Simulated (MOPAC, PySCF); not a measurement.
C₂H₄Si, SMILES `C=C=[SiH2]`, neutral singlet in the gas phase. 

Cartesian coordinates (Å):
```xyz
7

C     -1.5207    -0.0189     0.0450
C     -0.2143    -0.0026     0.0091
Si     1.4629     0.0182    -0.0369
H     -2.1199    -0.0498    -0.8639
H     -2.0693    -0.0025     0.9856
H      2.2140     1.2826    -0.0893
H      2.2469    -1.2272    -0.0260
```
Charge 0, multiplicity 1.

All levels are single points at this geometry (ωB97X-D3(BJ)/def2-TZVP); Pople sets use spherical d functions. Orbital energies aren't observables, and empty levels follow the basis.

B3LYP/6-311+G** in PySCF gives dipole (D) = 0.15.

Task: Estimate the dipole (D) from each of these levels: PBE-D3(BJ)/def2-TZVP in PySCF; ωB97X-D3(BJ)/def2-TZVP in PySCF; B3LYP/3-21G in PySCF; B3LYP/6-31G* in PySCF; B3LYP/LANL2DZ in PySCF; BP86/6-31G* in PySCF; HF/3-21G in PySCF; AM1 in MOPAC.

Result: 
```
level                            dipole (D)
-------------------------------  ----------
PBE-D3(BJ)/def2-TZVP in PySCF          0.00
ωB97X-D3(BJ)/def2-TZVP in PySCF        0.29
B3LYP/3-21G in PySCF                   0.34
B3LYP/6-31G* in PySCF                  0.17
B3LYP/LANL2DZ in PySCF                 0.14
BP86/6-31G* in PySCF                   0.29
HF/3-21G in PySCF                      0.31
AM1 in MOPAC                           0.70
```
